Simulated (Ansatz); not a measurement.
Computed with Ansatz on PBE0-D4/def2-TZVP structures; ΔE is electronic, products minus reactants. CCSD(T)/CBS adds triple-zeta CCSD(T) − MP2 to the extrapolated MP2 energy (def2 sets, frozen cores). Functionals use def2-TZVPP. B3LYP here is the variant with VWN-RPA as its local correlation; programs differ in this. For Ga outer-core shells are correlated without core-valence functions, which leaves a few kJ/mol of doubt a bond. Scalar relativity is left out up to krypton. One conformer a species, not always the lowest.

`C[Si](C)(C)[Al]([F])[F]` + `CC(C)[NH][Ga]([Cl])[Cl]` → `CC(C)[NH][Al]([F])[F]` + `C[Si](C)(C)[Ga]([Cl])[Cl]`  (redistribution)

```csv
level,ΔE (kcal/mol),difference from CCSD(T)/CBS
PBE0-D4,-17.7,-0.3
B3LYP-D4,-19.6,-2.2
ωB97X-V,-17.0,0.4
ωB97M-V,-19.3,-1.9
B2PLYP,-18.0,-0.6
PBE0,-17.2,0.2
B3LYP,-18.6,-1.2
HF/def2-TZVPP,-17.4,0.0
MP2/def2-TZVPP,-17.7,-0.3
SCS-MP2/def2-TZVPP,-17.4,0.0
CCSD/def2-TZVPP,-17.1,0.3
CCSD(T)/def2-TZVPP,-16.9,0.5
HF/def2-QZVPP,-17.2,0.2
MP2/def2-QZVPP,-17.9,-0.5
HF/CBS(def2),-17.2,0.2
MP2/CBS(def2),-18.2,-0.8
CCSD(T)/CBS,-17.4,0
```

Largest T1 diagnostic among the species: 0.012.

The D4 term adds −1.0 kcal/mol with B3LYP and −0.5 kcal/mol with PBE0; it sums over pairs of atoms, weighted by their polarisabilities, and B3LYP, whose exchange is more repulsive, gets the larger term.
